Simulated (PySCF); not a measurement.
Isomers of C7H14GeO, from PySCF 2.14.0, PBE0-D3(BJ)/def2-SVP geometry optimisation, gas phase. One conformer each, no zero-point energy, no frequencies.

Problem. Which isomer lies lowest at this level?
A. `[GeH3:1][O:2][C@H:3]1[CH2:4][CH2:5][CH2:6][C:7]12[CH2:8][CH2:9]2` with Ge1–O2–C3–C4 -174°, O2–C3–C4–C5 76°, C3–C4–C5–C6 27°, C4–C5–C6–C7 -2°, C5–C6–C7–C8 113°: A = 1855, B = 786.7, C = 649.9 MHz, dipole 1.04 D
B. `[CH3:1][C@@H:2]1[CH2:3][C@@H:4]([O:5][GeH3:6])[C:7]12[CH2:8][CH2:9]2` with C3–C4–O5–Ge6 -159°: A = 2273, B = 594.9, C = 530.7 MHz, dipole 0.95 D
C. `[CH3:1][C@H:2]1[CH2:3][C@@:4]2([CH2:5][C@@H:6]2[O:7][GeH3:8])[CH2:9]1` with C5–C6–O7–Ge8 -163°: A = 1916, B = 613.2, C = 510.5 MHz, dipole 1.32 D

Solution. A. That is `[GeH3][O][C@H]1CCCC12CC2`, 17.9 kcal/mol below the next.

```csv
SMILES,mapped SMILES,E (Eh),relative (kcal/mol),relative (kJ/mol),dipole (D)
[GeH3][O][C@H]1CCCC12CC2,[GeH3:1][O:2][C@H:3]1[CH2:4][CH2:5][CH2:6][C:7]12[CH2:8][CH2:9]2,-2426.21217,0.0,0.0,1.04
C[C@@H]1C[C@@H]([O][GeH3])C12CC2,[CH3:1][C@@H:2]1[CH2:3][C@@H:4]([O:5][GeH3:6])[C:7]12[CH2:8][CH2:9]2,-2426.18366,17.9,74.8,0.95
C[C@H]1C[C@@]2(C[C@@H]2[O][GeH3])C1,[CH3:1][C@H:2]1[CH2:3][C@@:4]2([CH2:5][C@@H:6]2[O:7][GeH3:8])[CH2:9]1,-2426.18073,19.7,82.5,1.32
```

As drawn, the highest has a four-membered ring, which the lowest lacks.
